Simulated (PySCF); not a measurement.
**InO: energy against distance**

Set-up: PySCF, scalar-relativistic core potentials, basis sets In def2-SVPD with ECP28, O def2-SVPD. Energies in eV from In + O in their ground configurations at the same level. State: ²Π (doublet), unpaired electrons π ↑.

All columns are PBE0. A positive dipole means In(−)O(+).

```csv
R (Å),E (eV),μ (D),Mulliken charge on In (basis-dependent),HOMO (eV),LUMO (eV),Mayer bond order,⟨S²⟩
1.831,-2.630,-1.44,0.54,-6.59,-4.48,0.37,0.75
1.916,-3.102,-1.96,0.53,-6.69,-4.12,0.44,0.75
2.001,-3.356,-2.48,0.54,-6.76,-3.78,0.48,0.75
2.065,-3.442,-2.87,0.54,-6.78,-3.56,0.51,0.76
2.129,-3.463,-3.25,0.55,-6.78,-3.35,0.52,0.76
2.193,-3.435,-3.63,0.57,-6.75,-3.17,0.53,0.76
2.278,-3.342,-4.14,0.59,-6.68,-2.96,0.54,0.76
2.385,-3.167,-4.75,0.61,-6.54,-2.76,0.54,0.76
2.512,-2.910,-5.45,0.63,-6.22,-2.62,0.54,0.76
2.683,-2.537,-6.33,0.66,-5.84,-2.57,0.54,0.77
```

A fit through these points gives, at Re = 2.122 Å, μ = -3.21 D and dμ/dR = -6.02 D/Å; the reduced mass is 14.04 u.

Q: How strong is the fundamental in the double-harmonic approximation, I = 42.26·(dμ/dR)²/μred km/mol?

A: I = 42.26·(-6.02)²/14.04 = 109 km/mol at PBE0.

Spin–orbit coupling is left out, which matters for elements this heavy, above all for dissociation energies. The state is the lowest determinant that a PBE0 search found; another state may lie lower at other levels.
